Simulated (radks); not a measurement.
The numbers below are computed, except where a source is named.
Fractional charge and spin in the 4p shell of indium: the spin-up occupation runs from 2 to 3 and the spin-down occupation from 2 to 3; the fullest corner is In3+, [Ar] 3d10 4s2 4d10 4p(up 3, down 3). Code: a radial shooting solver on a logarithmic mesh with Libxc functionals. Model: scalar-relativistic Kohn-Sham, SCAN, spin-polarised, spherical densities, finite nucleus; meta-GGA in the generalised Kohn-Sham scheme; Fermi nuclear charge, rms radius of each element as measured or else 0.836 A^(1/3) + 0.57 fm. Energy (eV) above the fullest corner. The planes named below are the two flat planes that join the four corners, with an edge along up + down = one added electron.

down \ up        2     2.25      2.5     2.75        3
2          259.484  222.567  186.921  152.499  119.303
2.25       222.567  186.999  152.678  119.588   87.721
2.5        186.921  152.678  119.674   87.888   57.299
2.75       152.499  119.588   87.888   57.385   28.067
3          119.303   87.721   57.299   28.067    0.000

Corners above the fullest one (they belong to In4+ and the next ion): (up 3, down 2) 119.30 eV, (up 2, down 3) 119.30 eV, (up 2, down 2) 259.48 eV. With half an added electron in each spin the energy lies 0.371 eV from the planes, and with half an added electron in spin up alone -2.472 eV. The planes are only a guide here: the flat-plane condition holds for ground states with one frontier orbital, while this shell lies below other occupied shells, so the corners above the fullest one are inner-hole states and not the ground states of those ions.
